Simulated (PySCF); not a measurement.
`Cc1nnccc1C(F)(F)F`: 4 charge schemes on one density

Compound: C6H5F3N2.
SMILES with atom numbers: `[CH3:1][c:2]1[n:3][n:4][cH:5][cH:6][c:7]1[C:8]([F:9])([F:10])[F:11]` (hydrogens: H12, H13, H14 on C1; H15 on C5; H16 on C6)

Cartesian coordinates in Å at the GFN2-xTB level; atoms count from 1:
```
atom  x, y, z in Å
C1    -1.818    1.018   -0.221
C2    -0.345    0.829   -0.118
N3     0.401    1.920   -0.205
N4     1.692    1.874   -0.125
C5     2.317    0.728    0.047
C6     1.637   -0.485    0.150
C7     0.258   -0.431    0.064
C8    -0.573   -1.683    0.162
F9    -1.431   -1.646    1.196
F10   -1.315   -1.889   -0.939
F11    0.172   -2.784    0.327
H12   -2.215    0.460   -1.068
H13   -2.028    2.075   -0.353
H14   -2.313    0.658    0.679
H15    3.394    0.783    0.104
H16    2.158   -1.419    0.290
```

Density: PBE0/pcSseg-1 (PySCF); schemes: Mulliken, IAO, Hirshfeld and ESP-fitted. Isolated species at its GFN2-xTB geometry, gas phase.

**Question.** At which atom do the 4 schemes differ most?

**Answer.** At C8: from +0.266 (Hirshfeld) to +0.948 e (Mulliken), 0.682 e apart.

**Question.** For which atoms does the sign change between the 4 schemes (beyond +0.03 e in one, beyond −0.03 e in another)?

**Answer.** C5.

**Question.** Tabulate the Mulliken, IAO, Hirshfeld and ESP-fitted charges.

**Answer.** In e:

```
atom                          environment  Mulliken     IAO  Hirshfeld  ESP-fitted
  C1                 benzylic-type carbon    -0.155  -0.446     -0.127      -0.583
  C2          substituted aromatic carbon    +0.120  +0.145     +0.073      +0.671
  N3               pyridine-type nitrogen    -0.254  -0.159     -0.096      -0.337
  N4               pyridine-type nitrogen    -0.203  -0.134     -0.096      -0.364
  C5  aromatic CH next to a ring nitrogen    +0.135  -0.035     +0.016      +0.432
  C6                   aromatic CH carbon    +0.011  -0.137     -0.031      -0.309
  C7          substituted aromatic carbon    -0.459  -0.073     -0.031      -0.183
  C8                           CF3 carbon    +0.948  +0.803     +0.266      +0.564
  F9              fluorine of a CF3 group    -0.268  -0.277     -0.084      -0.202
 F10              fluorine of a CF3 group    -0.268  -0.277     -0.084      -0.201
 F11              fluorine of a CF3 group    -0.266  -0.275     -0.079      -0.160
 H12                      methyl hydrogen    +0.150  +0.168     +0.046      +0.167
 H13                      methyl hydrogen    +0.144  +0.175     +0.054      +0.139
 H14                      methyl hydrogen    +0.150  +0.168     +0.046      +0.167
 H15                    aromatic hydrogen    +0.115  +0.173     +0.065      +0.017
 H16                    aromatic hydrogen    +0.100  +0.181     +0.061      +0.181
```

Mean size of the charges over all atoms: ESP-fitted 0.292 e, Mulliken 0.234 e, IAO 0.227 e, Hirshfeld 0.078 e. Each set sums to the total charge, 0, to within 0.001 e. The ESP scheme fits charges at the nuclei, held to the total charge, to the electrostatic potential on points at 1.4 to 2.0 times the van der Waals radii. The Hirshfeld scheme weights the molecular density at each point by an atom's share of the summed free-atom densities.

**Question.** How many electrons does the Hirshfeld scheme count on F11?

**Answer.** Z − q = 9 − (-0.079) = 9.079.

**Question.** Sum the charges by element.

**Answer.** 
```json
{"element": "C", "atoms": "6", "Mulliken": "+0.600", "IAO": "+0.257", "Hirshfeld": "+0.166", "ESP-fitted": "+0.593"}
{"element": "N", "atoms": "2", "Mulliken": "-0.457", "IAO": "-0.293", "Hirshfeld": "-0.192", "ESP-fitted": "-0.701"}
{"element": "F", "atoms": "3", "Mulliken": "-0.802", "IAO": "-0.830", "Hirshfeld": "-0.247", "ESP-fitted": "-0.563"}
{"element": "H", "atoms": "5", "Mulliken": "+0.659", "IAO": "+0.866", "Hirshfeld": "+0.273", "ESP-fitted": "+0.671"}
```
